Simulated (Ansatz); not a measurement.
`[NH2][Ga]([NH2])[F]` + H₂ → `[NH2][GaH][NH2]` + H–F  (hydrogenolysis of a Ga–F bond)

Gas-phase electronic energies from Ansatz, PBE0-D4/def2-TZVP geometries. CCSD(T)/CBS adds triple-zeta CCSD(T) − MP2 to the extrapolated MP2 energy (def2 sets, frozen cores). This one scheme is used for every species. DFT in def2-TZVPP. For Ga outer-core shells are correlated without core-valence functions, which leaves a few kJ/mol of doubt a bond. Scalar relativity is left out up to krypton. One conformer a species, not always the lowest.

(1) Is it downhill or uphill in electronic energy at CCSD(T)/CBS, and by how much? (An estimate is asked.)

(2) What do these levels give: LDA (SPW92), ωB97M-V, PBE, r2SCAN, BHLYP, CAM-B3LYP, RPA@PBE/def2-TZVPP, CCSD(T)/def2-SVP, CCSD/def2-TZVPP, SCS-MP2/def2-QZVPP, MP2/CBS(def2), CCSD/CBS(def2)? (An estimate is asked.)

Largest T1 diagnostic among the species: 0.013.

Results:

(1) Ansatz gave: Uphill: ΔE = +63.2 kJ/mol.

(2) Computed: LDA (SPW92) 54.8, ωB97M-V 66.7, PBE 63.6, r2SCAN 72.8, BHLYP 67.3, CAM-B3LYP 68.1, RPA@PBE/def2-TZVPP 67.1, CCSD(T)/def2-SVP 78.9, CCSD/def2-TZVPP 65.7, SCS-MP2/def2-QZVPP 70.9, MP2/CBS(def2) 67.3, CCSD/CBS(def2) 61.3 kJ/mol.

Leaving LDA and LC-ωPBE aside and taking each functional with its dispersion term where it has one, the values, not all of them listed here, spread over 11.8 kJ/mol, from PBE0-D4 to r2SCAN-D4. LDA lies −8.8 kJ/mol from PBE without D4. At CCSD(T), def2-SVP lies +15.8 kJ/mol from the extrapolated value and def2-TZVPP +4.4 kJ/mol. From PBE to PBE0 (25 % exact exchange), in def2-TZVPP and without D4, ΔE moves by −3.1 kJ/mol.
